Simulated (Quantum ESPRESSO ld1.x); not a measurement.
The potassium ion K6+, configuration [Ne] 3s2 3p1. All-electron calculation, non-relativistic Kohn-Sham, BLYP, spin-unpolarised, spherical densities, point nucleus. Program: ld1.x of Quantum ESPRESSO 7.5.

Normalised radial functions P(r) = r R(r), r in bohr:

```
   r/bohr * 2s, o 3d (the largest magnitude, 1.65, reaches the edge; | marks zero, & curves that meet)
 0.006368                             o   *
 0.008161                             o    *
  0.01054                             o      *
  0.01351                             o       *
  0.01745                             o        *
  0.02236                             o          *
  0.02888                             o           *
  0.03701                             o            *
  0.04743                             o            *
  0.06127                             o          *
  0.07852                             o       *
   0.1014                             o  *
     0.13                        *    |o
   0.1679               *             |o
   0.2151       *                     | o
   0.2757  *                          |   o
   0.3561  *                          |     o
   0.4564      *                      |        o
   0.5895              *              |           o
   0.7555                     *       |             o
   0.9759                          *  |              o
    1.251                            *|             o
    1.602                             *          o
     2.07                             *     o
    2.653                             *  o
    3.427                             *o
    4.391                             &
    5.672                             &
    7.269                             &
```

2s: eigenvalue -460.68 eV, 1 radial node at r = 0.111 bohr, <r> = 0.388 bohr, 90 % of the charge inside 0.604 bohr. 3d (empty): eigenvalue -80.425 eV, 0 radial nodes, <r> = 1.19 bohr, 90 % of the charge inside 1.86 bohr.
